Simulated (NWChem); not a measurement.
# Total energies of 1,1-difluoroethane (C₂H₄F₂)

```xyz
8

C     -0.2826     1.3477     0.0000
C     -0.3226    -0.1618     0.0000
F      0.3218    -0.6507    -1.1072
F      0.3218    -0.6507     1.1072
H      0.7727     1.6836     0.0000
H     -0.7881     1.7459    -0.9006
H     -0.7881     1.7459     0.9006
H     -1.3583    -0.5777     0.0000
```
Charge 0, spin multiplicity 1.

The numbers come from NWChem runs, not from measurements. The geometry was optimised at PBE/def2-SVP, a minimum by its harmonic frequencies.

Basis set: def2-TZVP (148 functions).

```csv
method,total energy (Ha),relative cost
RHF,-277.06485,1
MP2,-277.89708,under 3
B2PLYP,-278.24650,under 3
PBE,-278.13347,under 3
B3LYP,-278.43511,under 3
TPSS,-278.45763,under 3
```

Total energies of different functionals aren't comparable as a measure of quality: only differences taken within one method are. Costs are rough ratios of processor time within this set of runs, SCF included, with RHF as 1.

The correlated methods keep 4 core orbitals frozen. B3LYP has NWChem's definition, with VWN1-RPA local correlation.
